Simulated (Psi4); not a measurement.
GaN2H4Cl (SMILES [NH2][Ga]([NH2])[Cl]): methods side by side

GaN2H4Cl has 8 atoms, charge 0, and is taken as a singlet. SMILES: `[NH2][Ga]([NH2])[Cl]`. The shape was relaxed beforehand at PBE0/def2-TZVP.

Each level gives the dipole moment (D). The values are calculated.

```
                                 level                    kind  program  value (D)  CPU time
   PBE-D4/def2-TZVPP (density fitting)                     GGA     Psi4       2.64      40 s
r2SCAN-D4/def2-TZVPP (density fitting)                meta-GGA     Psi4       2.69      92 s
 B3LYP-D4/def2-TZVPP (density fitting)           global hybrid     Psi4       2.63      37 s
  PBE0-D4/def2-TZVPP (density fitting)           global hybrid     Psi4       2.65      39 s
  wB97M-V/def2-TZVPP (density fitting)  range-separated hybrid     Psi4       2.61      98 s
```

All-electron rows without a relativistic Hamiltonian named are non-relativistic. The values span 2.61 to 2.69 D. Magnitudes only. Times are those of the runs behind each value, whatever else they computed, on shared processors of several kinds: orders of magnitude only.
